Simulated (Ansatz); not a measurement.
# A barrier at the coupled-cluster level

Start structure (Si2H5SBr, closed shell), relaxed at PBE0-D4/def2-TZVP:

Si1  (-0.530, -0.525, -0.717)
Br2  (0.971, -1.323, -2.168)
S3  (-1.222, -2.012, 0.640)
H4  (-0.075, -2.063, 1.340)
H5  (-1.737, -0.156, -1.494)
Si6  (0.483, 1.249, 0.413)
H7  (1.043, 2.229, -0.552)
H8  (1.578, 0.683, 1.244)
H9  (-0.511, 1.917, 1.294)
(Å)

The step: Si₂H₅SBr ([SiH3][SiH]([SH])[Br]) → Si₂H₄S ([SiH3][SiH][S]) + HBr; bonds formed: Br2–H4; bonds broken: Si1–Br2, S3–H4. Ansatz 0.2.0; basis: def2-TZVPP and def2-QZVPP; cores frozen in the correlated methods. Filled d shells of the heavier atoms are correlated. The def2 sets are not built for correlating such inner shells, so the correlated values are less sure here. Extrapolation: Hartree–Fock as exp(−7.88 √X), correlation as X^−2.97. Energies below are by CCSD(T) at an estimated basis limit (MP2 extrapolated from triple and quadruple zeta, plus CCSD(T) − MP2 in triple zeta).

(1) What are the electronic barrier and the energy of the step, from the start structure to the end structure? (An estimate is asked for; the value comes from the calculation.)

The T1 diagnostic stays at or below 0.015.

Results:

(1) Computed: Barrier 2.082 eV; step energy 1.952 eV (uphill); reverse barrier, their difference, 0.129 eV. Barrier and step energy count from the start structure, the reverse barrier from the end structure.

The saddle point: One imaginary mode of 179i cm⁻¹.
```csv
pair,start (Å),saddle (Å),end (Å)
Br2–H4,3.73,1.50,1.43
Si1–Br2,2.23,2.82,3.05
S3–H4,1.34,2.14,3.09
```

Zero-point energy (harmonic, PBE0-D4): ZPE is 1.220 eV at the start and 1.117 eV at the saddle, so the barrier goes from 2.082 to 1.978 eV.

Labels in which every atom is bracketed show which atoms are joined, not bond orders.

For scale, one of the runs: CCSD(T)/def2-TZVPP, 244 basis functions, launched by `ansatz run in.yaml --threads 8 --pin off --events-out ev --progress --plain --max-ram 19148MiB`. The run took 90 s on 8 CPU threads of an Arm Neoverse V1 (shared host), with 4.4 GiB of host memory at its peak.
